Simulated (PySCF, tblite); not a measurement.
Isomers of C8H7O (doublet state), one GFN2-xTB conformer each. Single-point energies are computed at B3LYP/pcH-1 (PySCF, gas phase, no added dispersion term), electronic only. GFN2-xTB treats the open shell by occupation alone, and not every SCF solution was tested for stability.

**Question.** Rank them by B3LYP/pcH-1 energy, lowest first (kJ/mol).
A. `[CH:1]#[C:2][C:3]1=[C:4]([CH:5]=[O:6])[CH2:7][CH:8][CH2:9]1` (doublet state) with C3–C4–C5–O6 180°
B. `[H]/[C:1]=[C:2]1[C:3]([CH:4]=[O:5])=[CH:6][C:7]/1=[CH:8]\[CH3:9]` (doublet state) with C2–C3–C4–O5 180°
C. `[H]/[C:1]=[C:2]1/[CH:3]=[CH:4][CH:5]=[C:6]1[C:7]([CH3:8])=[O:9]` (doublet state) with C5–C6–C7–C8 -3°
D. `[CH2:1][C:2](=[O:3])[C:4]1=[CH:5][CH:6]=[CH:7][C:8]1=[CH2:9]` (doublet state) with H–C1–C2–O3 -176° and -1°, C1–C2–C4–C5 15°
E. `[CH2:1][c:2]1[cH:3][cH:4][cH:5][cH:6][c:7]1[CH:8]=[O:9]` (doublet state) with H–C1–C2–C3 0° and 180°, C6–C7–C8–O9 -2°
F. `[CH:1]#[C:2]/[C:3]([CH:4]=[O:5])=[CH:6]/[C:7]=[CH:8]\[CH3:9]` (doublet state) with C2–C3–C4–O5 -178°
G. `[CH:1]#[C:2][C:3]#[C:4][CH2:5][C@@H:6]([OH:7])[C:8]=[CH2:9]` (doublet state) with C4–C5–C6–O7 -60°, C5–C6–O7–H 70°, C5–C6–C8–C9 -33°
H. `[CH2:1][c:2]1[cH:3][cH:4][cH:5][c:6]([CH:7]=[O:8])[cH:9]1` (doublet state) with H–C1–C2–C3 0° and 180°, C5–C6–C7–O8 0°

**Answer.** H (0.0), E (8.1), D (149.3), C (215.0), A (255.5), F (285.4), B (362.4), G (486.1).

As drawn, the highest has an O–H bond, which the lowest lacks. Neighbours under 21 kJ/mol apart ([CH2]c1cccc(C=O)c1 and [CH2]c1ccccc1C=O) can change places with a better method, another conformer or zero-point energy. GFN2-xTB itself gives, in the same order: 3.5, 0.0, 146.4, 194.3, 215.7, 258.0, 333.6, 449.8. GFN2-xTB puts [CH2]c1ccccc1C=O lowest instead; measured from each level's own lowest isomer, the values differ by up to 39.8 kJ/mol (C#CC1=C(C=O)C[CH]C1: 215.7 against 255.5).

**Question.** What happens when harmonic zero-point energies from GFN2-xTB frequencies are added?

**Answer.** 
| SMILES | ZPE (kJ/mol) | electronic (kJ/mol) | with ZPE (kJ/mol) |
| --- | --- | --- | --- |
| [CH2]c1cccc(C=O)c1 | 314.8 | 0.0 | 0.0 |
| [CH2]c1ccccc1C=O | 315.5 | 8.1 | 8.8 |
| [CH2]C(=O)C1=CC=CC1=C | 309.1 | 149.3 | 143.6 |
| [H]/[C]=C1/C=CC=C1C(C)=O | 311.1 | 215.0 | 211.3 |
| C#CC1=C(C=O)C[CH]C1 | 304.9 | 255.5 | 245.7 |
| C#C/C(C=O)=C/[C]=C\C | 302.4 | 285.4 | 273.0 |
| [H]/[C]=C1C(C=O)=CC/1=C\C | 305.4 | 362.4 | 353.0 |
| C#CC#CC[C@@H](O)[C]=C | 299.0 | 486.1 | 470.4 |

The zero-point energies span 16.5 kJ/mol. The order is unchanged.
